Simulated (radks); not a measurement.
Problem. These are the eigenvalues of the occupied orbitals of an atom or ion with whole-number occupations (eV). Calculated with a radial shooting solver on a logarithmic mesh with Libxc functionals: scalar-relativistic Kohn-Sham, PBEsol, spin-polarised, spherical densities, point nucleus.

1s down: -23062.07
1s up: -23062.07
2s up: -3375.473
2s down: -3374.772
2p up: -3029.427
2p down: -3028.892
3s up: -633.0940
3s down: -632.6960
3p up: -519.4076
3p down: -518.9595
3d up: -337.5824
3d down: -336.9187
4s up: -119.6697
4s down: -116.6254
4p up: -87.3001
4p down: -84.1091
4d up: -40.7981
4d down: -37.5744

Which element is it, and in what charge state? The configuration may be excited. Open shells, if any, are filled with parallel spins first.

Solution. Z = 45, rhodium, charge +3: Rh3+ in [Kr] 4d6. The list shows which subshells hold electrons but not how many an open one holds; the 1s level, -847.52 hartree, gives Z - s = 41.2 by -(Z - s)^2/2, which with screening and relativity narrows Z to a few neighbours, and the depths of the outer levels then fix element, charge and occupations together.
